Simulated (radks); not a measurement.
The numbers below are computed, except where a source is named.
All-electron atom: neutral hydrogen in 1s1.

Code: a radial shooting solver on a logarithmic mesh with Libxc functionals. Model: scalar-relativistic Kohn-Sham, LDA (Slater exchange, Perdew-Zunger correlation), spin-polarised, spherical densities, finite nucleus; open shells are filled with parallel spins first; Gaussian nuclear charge, rms radius 0.8783 fm.

Energy parts (hartree):
| part | energy |
|---|---|
| total | -0.47886 |
| kinetic | 0.46674 |
| electron-nucleus | -0.96572 |
| Hartree | 0.29842 |
| exchange-correlation | -0.27829 |

Orbitals (lengths in bohr, moments of r in powers of bohr; r(90%) holds 90 % of the orbital's charge):
| orbital | occ. | eigenvalue (hartree) | <r^4> | r(90%) | <1/r> | <r> |
|---|---|---|---|---|---|---|
| 1s up | 1 | -0.26916 | 30.30 | 2.84 | 0.9657 | 1.581 |

The highest occupied level is 1s up at -7.324 eV. The density falls to 0.001 e/bohr^3 at r = 2.95 bohr.
